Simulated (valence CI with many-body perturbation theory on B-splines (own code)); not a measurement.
# Br²²⁺: electric-dipole lines

Calculated by configuration interaction combined with many-body perturbation theory (CI+MBPT): three valence electrons over a frozen Dirac-Fock core [Ne], a basis of 11 s, 11 p, 10 d, 8 f, 5 g, 2 h functions for each j, with the one-electron correlation potential Σ1, the two-electron term Σ2, the three-electron term Σ3, Breit, model QED; selected CI, second order for the rest, scaled by the run's own slope (own B-spline code, finite nucleus).

No measured spectrum was set against this ion. As an estimate, levels of excited configurations hold to 0.05 to 0.15 % of their energy, terms of the ground configuration to about 0.5 %.

Lines 101 to 150 of 575 in falling wavelength, among levels below 35.285 Ry, chosen from the strongest by gf and those to the six lowest levels. Wavelengths and rates use the calculated energies, so an error of 500 cm⁻¹ moves a line at 18.21 nm by 0.091 % and its rate by three times that or more. Electric multipoles are in the length gauge with retardation, E1 and E2 with the static RPA response of the core. Weak lines are less certain than strong ones. Lines between different terms over intervals too small for the method are left out, as are lines whose strength nearly cancels. The highest levels of a list are the least certain.

Names give the largest LS component (configuration and term), which can be under half, so a name can repeat, a term be missing and a line seem to break the LS rules; names also repeat where a configuration has a term twice. Letters in brackets count levels of one name in rising energy.

```
λ vac (nm)               Upper               Lower   A (s⁻¹)  log gf  Branch %
     18.21    3p²3d ²D_3/2 [c]  3s3p3d ²P°_3/2 [b]  9.54e+09   -0.72       7.3
     18.21          3d³ ²G_7/2   3p3d² ²F°_5/2 [d]  1.73e+10   -0.16      16.0
     18.06   3p3d² ²P°_1/2 [c]        3s3d² ²P_3/2  1.32e+10   -0.89       7.4
     18.04        3p²3d ⁴F_7/2      3s3p3d ⁴F°_7/2  8.47e+09   -0.48      23.9
     18.04   3p3d² ²F°_7/2 [c]        3s3d² ²G_9/2  4.29e+09   -0.78       3.1
     18.02          3d³ ²G_9/2   3p3d² ²G°_7/2 [c]  3.80e+10    0.27      43.5
     17.95      3s3p3d ⁴F°_5/2        3s3p² ²D_3/2  9.59e+07   -2.56       2.5
     17.92   3p3d² ²F°_7/2 [c]        3s3d² ²D_5/2  1.31e+10   -0.30       9.5
     17.90   3p3d² ²D°_5/2 [a]        3s3d² ²D_5/2  9.98e+09   -0.54       7.4
     17.90   3p3d² ²D°_5/2 [a]        3s3d² ²D_3/2  9.01e+09   -0.59       6.6
     17.89    3p²3d ²D_3/2 [c]  3s3p3d ²P°_1/2 [b]  1.12e+10   -0.67       8.6
     17.84   3p3d² ²G°_7/2 [a]    3p²3d ²F_5/2 [b]  1.02e+10   -0.41      13.4
     17.83   3p3d² ⁴D°_5/2 [a]    3p²3d ²P_3/2 [b]  5.49e+09   -0.80       8.9
     17.82         3p³ ²D°_3/2        3s3p² ⁴P_3/2  3.63e+09   -1.16      14.7
     17.80   3p3d² ²P°_3/2 [b]        3s3d² ²S_1/2  1.06e+10   -0.70       5.9
     17.80       3p3d² ⁴P°_5/2        3s3d² ⁴F_7/2  4.94e+09   -0.85       4.8
     17.72        3p²3d ⁴F_5/2      3s3p3d ⁴F°_3/2  4.41e+09   -0.90      15.0
     17.72        3p²3d ²G_9/2      3s3p3d ⁴D°_7/2  2.83e+09   -0.88      11.1
     17.71        3p²3d ⁴P_1/2      3s3p3d ⁴P°_3/2  1.43e+10   -0.87      11.8
     17.63   3p3d² ²P°_3/2 [b]        3s3d² ²P_3/2  4.14e+10   -0.11      23.2
     17.63   3p3d² ⁴D°_7/2 [b]        3s3d² ⁴F_9/2  5.70e+09   -0.67       4.5
     17.62   3p3d² ²G°_9/2 [a]        3s3d² ⁴F_9/2  3.40e+09   -0.80       5.4
     17.62          3d³ ²F_7/2   3p3d² ²D°_5/2 [b]  2.96e+10    0.04      26.5
     17.61         3p³ ²D°_5/2        3s3p² ⁴P_5/2  1.28e+09   -1.45      14.8
     17.60   3p3d² ²P°_1/2 [c]        3s3d² ²P_1/2  1.34e+10   -0.91       7.5
     17.55       3p3d² ⁴P°_5/2        3s3d² ⁴F_5/2  7.29e+09   -0.69       7.1
     17.53    3p²3d ²D_5/2 [a]      3s3p3d ²D°_3/2  7.52e+09   -0.68       7.7
     17.53         3d³ ²H_11/2   3p3d² ²G°_9/2 [b]  5.14e+10    0.45      66.4
     17.52       3p3d² ⁴S°_3/2        3s3d² ⁴P_3/2  9.58e+09   -0.75       5.5
     17.48          3d³ ²F_5/2   3p3d² ²D°_3/2 [d]  3.18e+10   -0.06      28.1
     17.41       3p3d² ⁴S°_3/2        3s3d² ⁴P_1/2  1.12e+10   -0.69       6.4
     17.40    3p²3d ²F_7/2 [b]  3s3p3d ²F°_7/2 [a]  2.22e+10   -0.09      19.3
     17.37        3p²3d ⁴F_9/2      3s3p3d ⁴F°_7/2  6.76e+09   -0.51      22.4
     17.37   3p3d² ²D°_5/2 [b]        3s3d² ²F_7/2  1.97e+10   -0.27      13.4
     17.36   3p3d² ⁴D°_7/2 [b]        3s3d² ⁴F_7/2  3.90e+09   -0.85       3.0
     17.34   3p3d² ⁴D°_3/2 [a]        3s3d² ⁴F_3/2  8.88e+09   -0.80       6.3
     17.34   3p3d² ²F°_7/2 [b]    3p²3d ²D_5/2 [c]  6.00e+09   -0.67       6.8
     17.32   3p3d² ⁴D°_5/2 [b]        3s3d² ⁴F_7/2  4.95e+09   -0.87       4.5
     17.31         3p³ ⁴S°_3/2        3s3p² ⁴P_5/2  2.02e+10   -0.44      36.6
     17.27    3p²3d ²D_5/2 [c]  3s3p3d ²F°_7/2 [b]  1.60e+10   -0.37      12.5
     17.25   3p3d² ²F°_5/2 [a]        3p²3d ⁴P_3/2  5.19e+09   -0.86      11.4
     17.24   3p3d² ²D°_3/2 [d]        3s3d² ²F_5/2  1.32e+10   -0.63       8.1
     17.22  3s3p3d ²F°_7/2 [b]        3s²3d ²D_5/2  5.07e+10    0.26      56.5
     17.21        3p²3d ⁴F_7/2      3s3p3d ⁴F°_5/2  4.96e+09   -0.75      14.0
     17.19        3s3d² ²D_5/2  3s3p3d ²P°_3/2 [c]  8.95e+09   -0.62       7.1
     17.16   3p3d² ²G°_9/2 [b]        3s3d² ²G_9/2  1.28e+10   -0.25       9.9
     17.15          3d³ ²H_9/2   3p3d² ²F°_7/2 [c]  4.73e+10    0.32      49.0
     17.15    3p²3d ²D_3/2 [c]  3s3p3d ²F°_5/2 [b]  1.67e+10   -0.53      12.9
     17.14   3p3d² ²G°_7/2 [b]    3p²3d ²F_5/2 [b]  9.20e+09   -0.49      12.0
     17.12   3p3d² ²G°_9/2 [b]        3s3d² ²G_7/2  3.94e+09   -0.76       3.0
```
